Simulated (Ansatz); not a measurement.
Harmonic frequencies (cm⁻¹) at PBE0-D4/def2-TZVP from Ansatz: 16, 88, 216, 323, 423, 447, 495, 572, 775, 879, 882, 1837, 2142, 2152, 2165.

Task: Which molecule is it?
A. `[F][InH][GeH3]`
B. `[F][GeH2][InH2]`
C. `[CH3][InH2]`
D. `[CH3][InH][Br]`

Result: A.
